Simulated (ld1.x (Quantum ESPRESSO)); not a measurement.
# Ranking RRKJ potentials for B

All share these settings but for the change named:

```json
{"Element": "boron (B)", "Generator": "ld1.x (Quantum ESPRESSO) 7.5", "Type": "norm-conserving RRKJ (Kleinman–Bylander form)", "Functional": "PBE", "Relativity": "non-relativistic", "Frozen core": "[He]", "Valence charge": "3", "Reference configuration": "2s2 2p0 (charge +1)", "Partial waves": "2p (bound, empty): rc 2.40 bohr; 2s (bound): rc 1.20 bohr", "Local potential": "the s channel", "Core correction": "a·sin(br)/r model core, default radius (core density twice the valence density)"}
```

Cutoff: the first of the cutoffs (Ry, on a coarse ladder) from which the occupation-weighted sum of valence levels, in a spherical-Bessel basis at the reference potential, stays within 10 and 1 mRy of its value at 400 Ry; the density cutoff is not measured.

The base gives 21 Ry.

Of 8 variants that were run, those that failed, showed a ghost or another fault, or gave nearly equal values are left out.

A variant can come out equal or close to the base.

Question: Rank these variants from softest to hardest (loose cutoff).
A. local potential all-electron potential smoothed inside 1.05 bohr (lloc = -1)
B. wave 2s (bound): rc 1.20 bohr becomes 2s (bound): rc 1.70 bohr
C. reference 2s2 2p1

Answer: B (18 Ry), C (21 Ry), A (30 Ry).
